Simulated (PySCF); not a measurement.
# Zr⁻ (zirconium, charge -1) across methods

[Kr] 4d3 5s2, high-spin 4F determinant. Calculation: PySCF 2.14, in aug-cc-pVTZ-DK (9s8p6d3f2g, 102 functions); the spin-free X2C one-electron Hamiltonian (Gaussian nucleus).

| method | E (hartree) | mean ε 4d α (eV) | mean ε 5s α (eV) | mean ε 5s β (eV) | Σ⟨r²⟩ (bohr²) | ⟨S²⟩ |
| --- | --- | --- | --- | --- | --- | --- |
| UHF | -3596.08356 | -2.835 | -2.168 | 0.165 | 143.2 | 4.193 |
| PBE | -3597.79 | 1.526 | 0.093 | 0.859 | 107.5 | 3.780 |
| PBEsol | -3595.69 | 1.555 | 0.063 | 0.860 | 106.5 | 3.784 |
| PBE0 | -3597.85 | 0.695 | -0.327 | 0.521 | 105.8 | 3.793 |
| r2SCAN | -3598.17 | 1.166 | -0.176 | 0.808 | 111.0 | 3.898 |
| HSE06 | -3597.83 | 1.079 | -0.008 | 0.827 | 105.8 | 3.790 |
| LDA | -3593.72 | 1.535 | -0.049 | 0.704 | 106.2 | 3.778 |

Question: Estimate the same row for B3LYP.

Answer: E (hartree) = -3598.22; mean ε 4d α (eV) = 0.998; mean ε 5s α (eV) = -0.144; mean ε 5s β (eV) = 0.477; Σ⟨r²⟩ (bohr²) = 106.0; ⟨S²⟩ = 3.775.

⟨S²⟩ = 4.19 against 3.75 shows spin contamination. At UHF the highest occupied level has a positive energy, so only the finite basis holds that electron.

The highest occupied level is positive at UHF, PBE, B3LYP, PBEsol, PBE0, r2SCAN, HSE06, LDA: only the finite basis holds that electron, at UHF too, so the state is unbound at these levels.
